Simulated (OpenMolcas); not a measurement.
## Ru4+: moving the ligands

Ru4+ with 6 ligands (fluoride) in octahedral coordination (Oh) at 1.93 Å. A charge of +0.333 e stands 3.2 Å behind each ligand. Ligand basis ANO-RCC-VDZP.

```json
{
 "Program": "OpenMolcas",
 "Method": "CASSCF",
 "Basis": "ANO-RCC-VDZP [6s5p3d1f]",
 "Scalar Hamiltonian": "DKH2, point nucleus",
 "Active space": "4 electrons in 5 orbitals (4d)",
 "State averaging": "2S+1 = 5 even, 5 roots; 2S+1 = 3 even, 45 roots; 2S+1 = 1 even, 50 roots",
 "Spin-orbit coupling": "state interaction with AMFI integrals over the reference wave functions"
}
```

Runs around this geometry, states (labels of O, the rotations of Oh). Energies in cm-1 above the lowest state or level, χT in cm3 K/mol; under a threefold ground state the first gap can be a small split of the lowest multiplet, not the spin-orbit step; 10Dq and B are least-squares fits to the states below 45000 cm-1, weighted by degeneracy, with a free offset, and given where the rms deviation is under 5 % of |10Dq| (or 100 cm-1) and under 700 cm-1.

```tsv
R (Å)	Ground state	First state of that spin	10Dq	B (rms of fit)	First gap with spin-orbit (degeneracies)	χT at 300 K	First state of another spin
1.85	3T1	3E 30723	33668	727 (248)	759.4 (1, 3)	1.044	1T2 9362
1.93	3T1	3E 24933	28177	792 (398)	791.1 (1, 3)	1.019	5E 9086
2.06	3T1	3E 17905			829.5 (1, 3)	1.024	5E 1893
```

Taking the first state of the same spin as R^-n, n = -ln(17905 / 30723) / ln(2.06 / 1.85) = 5.0 between the shortest and longest distance.

An orbital triplet at a regular site is open to Jahn-Teller coupling, which can distort the site and quench the lowest spin-orbit gaps and is left out. Without dynamic correlation the repulsion within the d shell is too large (B by tens of per cent), so at a given field states of lower spin stand too high. With metal d orbitals alone the field can be off either way by tens of per cent. Ligand-to-metal charge-transfer states are missing. With no ligand orbital active B as a rule stays too high, so bands that hang on it stand too high and its fall with covalency is understated. The least metal-like active orbital is 74 % on the metal (Löwdin) and no ligand orbital is active, so the numbers are rough (holds for R = 1.85). This shell can be high or low spin here, a state of another spin lies low, and with metal d orbitals alone active their balance is uncertain, so the ground spin may be wrong, although the usual error favours high spin (holds for R = 1.93; R = 2.06). The least metal-like active orbital is 75 % on the metal (Löwdin) and no ligand orbital is active, so the numbers are rough (holds for R = 1.93; R = 2.06). No measured value stands beside these numbers; the geometry is a model, was not optimised and need not be the one that this ion takes.
